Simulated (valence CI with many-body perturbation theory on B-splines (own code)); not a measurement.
Values are calculated unless marked as measured or tabulated.
# A CI+MBPT run for Re⁷⁰⁺

Level of theory: valence CI with perturbative core correlation (CI+MBPT): three valence electrons over a frozen Dirac-Fock core [He], radial functions for each j: 11 s, 11 p, 10 d, 8 f, 5 g, 2 h, with the one-electron correlation potential Σ1 (screened to all orders), the two-electron term Σ2, the three-electron term Σ3, Breit, model QED; selected single and double excitations, second order for the rest, scaled by the run's own slope (own B-spline code, finite nucleus).

Command, and the settings that its task file holds:

```sh
python run_cv.py task.json out
```

```
atom Re  Z=75  mass_number=187  rms_radius_fm=5.3698
core [He]
valence 2s2 2p1
avg = 1
basis = M
breit = 1
cap = 32000
capref = 2000
cscale = 1
de = 0.0
dress = 0
eps = 2e-08
extrap = 1
h = 0.27
hh = 1
l2 = 3
lcore = 6
maxit = 60
n2 = 5
natural = 1
nlev = 150
nno = [5, 5, 5, 4, 2, 1]
nroot = 36
nsp = [6, 6, 5, 4, 3, 1]
pt2 = 1
qed = 1
rpa = 1
s1 = 1
s2 = 1
s3 = 1
screen = 1
tol = 2e-05
whole = 1
```

It took 86 s on 1 thread of Arm Neoverse V1, on a shared host.

Log. The first blocks belong to the next ion, which gives the ionisation energy. Fields: 2J, parity (1 odd), roots, reference size, generating configurations, candidates as configurations/state functions, variational space P, stored matrix elements, Davidson steps; e2 is the range of second-order energies in hartree. The first line gives the box (bohr), its intervals, the orbitals and the steps of their self-consistent field. Window is the range of levels sought, series limit the energy at which the first omitted orbital would enter, core excitation an estimate of the first excitation out of the core, left out the lowest levels not solved, and shifts from estimates the range by which levels moved from their first estimate, all in cm⁻¹.

```
rmax 2.1 intervals 55 orbitals 83 references ['2s2 2p', '2s 2p2', '2p3'] scf 2 t 0.5
2J=0 par=0 roots 2 ref 20 generators 2 cand 396/396 P 375/375 nnz 0 it 0
2J=0 par=0 roots 2 ref 20 generators 3 cand 41/41 P 392/392 nnz 0 it 0
   second order: generators 3 cand 24/24 e2 -0.00000 -0.00000
2J=0 par=1 roots 2 ref 17 generators 2 cand 344/344 P 322/322 nnz 0 it 0
2J=0 par=1 roots 2 ref 17 generators 3 cand 39/39 P 341/341 nnz 0 it 0
   second order: generators 5 cand 20/20 e2 -0.00000 -0.00000
2J=2 par=1 roots 2 ref 40 generators 2 cand 922/922 P 774/774 nnz 0 it 0
2J=2 par=1 roots 2 ref 40 generators 2 cand 188/188 P 867/867 nnz 0 it 0
   second order: generators 2 cand 95/95 e2 -0.00000 -0.00000
reference levels 1013, estimated 767, window 123400658 1/cm; series limit 144743985, core excitation 490186595
2J=1 par=1 roots 22 ref 80 generators 21 cand 9043/13401 P 4905/7167 nnz 4.4e+06 it 5
2J=1 par=1 roots 22 ref 80 generators 23 cand 7674/11354 P 8580/12938 nnz 1.3e+07 it 6
   second order: generators 26 cand 6471/9389 e2 -0.00001 -0.00000
2J=1 par=0 roots 24 ref 82 generators 23 cand 9093/13470 P 4843/7170 nnz 4.5e+06 it 5
2J=1 par=0 roots 24 ref 82 generators 26 cand 8410/12289 P 8763/13391 nnz 1.4e+07 it 7
   second order: generators 27 cand 5431/7588 e2 -0.00001 -0.00000
2J=3 par=1 roots 30 ref 122 generators 25 cand 14752/31762 P 3649/7226 nnz 5.3e+06 it 5
2J=3 par=1 roots 30 ref 122 generators 27 cand 14650/31125 P 9694/20615 nnz 3.4e+07 it 7
   second order: generators 30 cand 9494/19172 e2 -0.00002 -0.00000
2J=3 par=0 roots 29 ref 120 generators 22 cand 13592/29050 P 3590/7221 nnz 5.4e+06 it 5
2J=3 par=0 roots 29 ref 120 generators 24 cand 13541/28477 P 9765/20900 nnz 3.5e+07 it 6
   second order: generators 26 cand 8479/17447 e2 -0.00003 -0.00000
2J=5 par=0 roots 24 ref 121 generators 22 cand 16066/40764 P 3396/7220 nnz 5.6e+06 it 4
2J=5 par=0 roots 24 ref 121 generators 25 cand 17490/44858 P 9754/23449 nnz 4.5e+07 it 6
   second order: generators 27 cand 13233/33881 e2 -0.00003 -0.00000
2J=5 par=1 roots 20 ref 116 generators 17 cand 14806/36539 P 3417/7218 nnz 5.4e+06 it 4
2J=5 par=1 roots 20 ref 116 generators 19 cand 15089/37695 P 9132/21558 nnz 3.9e+07 it 7
   second order: generators 20 cand 10411/25086 e2 -0.00002 -0.00000
2J=7 par=1 roots 10 ref 92 generators 11 cand 11170/32568 P 3337/7184 nnz 5.1e+06 it 5
2J=7 par=1 roots 10 ref 92 generators 13 cand 10266/30516 P 6871/16963 nnz 2.7e+07 it 5
   second order: generators 14 cand 7981/24035 e2 -0.00002 -0.00000
2J=7 par=0 roots 10 ref 89 generators 11 cand 11158/32641 P 3278/7177 nnz 5.3e+06 it 5
2J=7 par=0 roots 10 ref 89 generators 12 cand 10302/30592 P 7136/18151 nnz 3.1e+07 it 7
   second order: generators 13 cand 7796/23905 e2 -0.00002 -0.00000
2J=9 par=1 roots 2 ref 55 generators 2 cand 4523/12315 P 2931/6400 nnz 4.6e+06 it 4
2J=9 par=1 roots 2 ref 55 generators 3 cand 5645/16561 P 3542/8007 nnz 7.4e+06 it 4
   second order: generators 3 cand 5034/14954 e2 -0.00001 -0.00001
2J=9 par=0 roots 4 ref 60 generators 6 cand 6794/19723 P 2806/6400 nnz 4.5e+06 it 4
2J=9 par=0 roots 4 ref 60 generators 7 cand 5933/17582 P 4606/11352 nnz 1.4e+07 it 4
   second order: generators 7 cand 4133/12630 e2 -0.00002 -0.00000
left out: unestimated 150358673, estimated 133879901, shifts from estimates -13 to 49
operators 0.2
```

The Davidson iterations converged.

The last digits are not significant, and no measured levels were compared; by estimate large intervals hold to a few tenths of a per cent, small ones and those within an open d or f shell to about a per cent.

```
Valence energy                            : -2193.138 hartree
Ionisation energy                         : 19416 eV (NIST: 19420 ± 60 eV (theoretical))
Reference configurations for the orbitals : 2s2 2p, 2s 2p2, 2p3
Radial orbitals                           : 83
Box radius                                : 2.103 bohr
Largest variational space                 : 23449
Lowest levels                             : (2s^2 2p1/2) J=1/2 0.00, (2s 2p1/2^2) J=1/2 20.41, (2s^2 2p3/2) J=3/2 114.34, (2s 2p1/2 2p3/2) J=3/2 [a] 128.73, (2s 2p1/2 2p3/2) J=5/2 131.74, (2s 2p1/2 2p3/2) J=1/2 137.21, (2s 2p1/2 2p3/2) J=3/2 [b] 137.35, (2p1/2^2 2p3/2) J=3/2 158.50, (2s 2p3/2^2) J=5/2 244.37, (2s 2p3/2^2) J=1/2 252.58, (2s 2p3/2^2) J=3/2 252.62, (2p1/2 2p3/2^2) J=3/2 269.12, (2p1/2 2p3/2^2) J=5/2 270.78, (2p1/2 2p3/2^2) J=1/2 275.13 Ry
```

Levels are named by their leading jj configuration (3d3/2^4 stands for four electrons in 3d with j = 3/2), which in mixed levels can hold well under half, so a name can repeat and another be missing. Letters in brackets count levels of one name in rising energy.
